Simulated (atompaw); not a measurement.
Ce: variants of one PAW (atompaw) potential

Base potential:

* Element: cerium (Ce)
* Generator: atompaw 4.2.0.5
* Type: PAW
* Functional: LDA (PW92)
* Relativity: scalar-relativistic
* Frozen core: [Kr] 4d10
* Valence charge: 12
* Reference configuration: 4f1 5s2 5p6 5d1 6s2 6p0
* Partial waves: 5s (bound); 6s (bound); 5p (bound); 6p (bound, empty); 5d (bound); 5d channel at 2.1 Ry; 4f (bound); 4f channel at 0.45 Ry
* Local potential: bessel scheme, radius 2.15 bohr
* Core correction: smooth core density matched at 2.20 bohr
* Augmentation charge: sinc compensation charge, radius 2.05 bohr; PAW radius 2.65 bohr; waves and projectors: bloechl

All-electron outer shells of the reference configuration (LDA (PW92), scalar-relativistic, ld1.x):

| shell | level (eV) | outermost node (bohr) | outermost maximum (bohr) |
| --- | --- | --- | --- |
| 4p | -210.63 | 0.33 | 0.62 |
| 4d | -110.44 | 0.31 | 0.66 |
| 5s | -40.73 | 0.75 | 1.37 |
| 5p | -23.30 | 0.81 | 1.53 |
| 4f | -5.61 | – | 0.71 |
| 6s | -3.88 | 1.81 | 3.68 |
| 5d | -3.18 | 0.92 | 2.18 |
| 6p | -1.41 | 2.15 | 4.90 |

Cutoffs, loose and tight: the cutoffs (Ry, on a coarse ladder) from which the occupation-weighted sum of valence levels, in a spherical-Bessel basis at the reference potential, stays within 10 and 1 mRy of its value at 400 Ry. They see the waves, projectors and local potential, not the compensation charge or the core. A dash means not determined.

A true bound ghost makes a file unfit for plane-wave use even where its test errors are small: the radial tests pick states by their node count and pass the ghost by.

Cutoffs are not given where the Bessel-basis levels miss the radial ones by over 6 mRy, ghosts where they miss by over 20 mRy; a channel whose overlap is not positive is not tested.

| change | outcome | cutoff, loose | cutoff, tight | bound ghosts |
| --- | --- | --- | --- | --- |
| base | generated | 25 Ry | 35 Ry | none |
| waves 5s (bound): rc 2.25 bohr; 6s (bound): rc 2.65 bohr; 5p (bound): rc 2.30 bohr; 6p (bound): rc 2.65 bohr; 5d (bound): rc 1.05 bohr; 5d channel at 2.1 Ry: rc 2.65 bohr; 4f (bound): rc 1.25 bohr; 4f channel at 0.45 Ry: rc 1.25 bohr; augmentation sinc compensation charge, radius 2.05 bohr; PAW radius 2.65 bohr; waves and projectors: modrrkj vanderbiltortho | generated | 70 Ry | 120 Ry | none |
| waves 5s (bound): rc 2.25 bohr; 6s (bound): rc 2.65 bohr; 5p (bound): rc 2.30 bohr; 6p (bound): rc 2.65 bohr; 5d (bound): rc 1.05 bohr; 5d channel at 2.1 Ry: rc 2.65 bohr; 4f (bound): rc 1.25 bohr; 4f channel at 0.45 Ry: rc 1.25 bohr; augmentation sinc compensation charge, radius 2.05 bohr; PAW radius 2.65 bohr; waves and projectors: custom polynom2 7 10 vanderbiltortho | generated | – | – | s |
| all radii scaled by about 1.16 (s 2.60, p 2.66, d 1.22, f 1.44 bohr); local potential bessel scheme, radius 2.50 bohr; augmentation sinc compensation charge, radius 2.38 bohr; PAW radius 3.08 bohr; waves and projectors: bloechl; core correction smooth core density matched at 2.54 bohr | generated | 18 Ry | 25 Ry | none |
| augmentation sinc compensation charge, radius 1.98 bohr; PAW radius 2.65 bohr; waves and projectors: bloechl | generated | 25 Ry | 35 Ry | none |
| core correction smooth core density matched at 1.78 bohr | generated | 25 Ry | 35 Ry | none |
| local potential troulliermartins scheme with l = 4 at 1 Ry, radius 2.15 bohr | generated, no UPF (negative core plus compensation charge) | 40 Ry | 50 Ry | none |
| wave 4f channel at 0.45 Ry becomes 4f channel at 0.7 Ry | generated | 25 Ry | 35 Ry | none |
| core [Kr], valence charge 22; reference 4d10 4f1 5s2 5p6 5d1 6s1 6p1; waves now 5s (bound); 6s (bound); 5p (bound); 6p (bound); 4d (bound); 5d (bound); 4f (bound); 4f channel at 1.5 Ry; local potential bessel scheme, radius 2.00 bohr; core correction smooth core density matched at 1.90 bohr; augmentation sinc compensation charge, radius 2.70 bohr; PAW radius 3.00 bohr; waves and projectors: bloechl | generated | 40 Ry | 45 Ry | none |
| functional PBE | generated | 25 Ry | 35 Ry | none |

Problem. What comes out with this change to the base: core [Xe], valence charge 4; reference 4f1 5d1 6s2 6p0; waves now 6s (bound); 6s channel at 4.4 Ry; 6p (bound); 6p channel at 0.95 Ry; 5d (bound); 5d channel at 0.15 Ry; 4f (bound); 4f channel at -0.05 Ry; local potential bessel scheme, radius 2.20 bohr; core correction smooth core density matched at 1.50 bohr; augmentation sinc compensation charge, radius 2.95 bohr; PAW radius 3.00 bohr; waves and projectors: bloechl?

Solution. outcome: generated; cutoff, loose: 21 Ry; cutoff, tight: 30 Ry; bound ghosts: p.

Problem. What comes out with this change to the base: local potential bessel scheme, radius 2.50 bohr?

Solution. outcome: generated; cutoff, loose: 30 Ry; cutoff, tight: 40 Ry; bound ghosts: none.
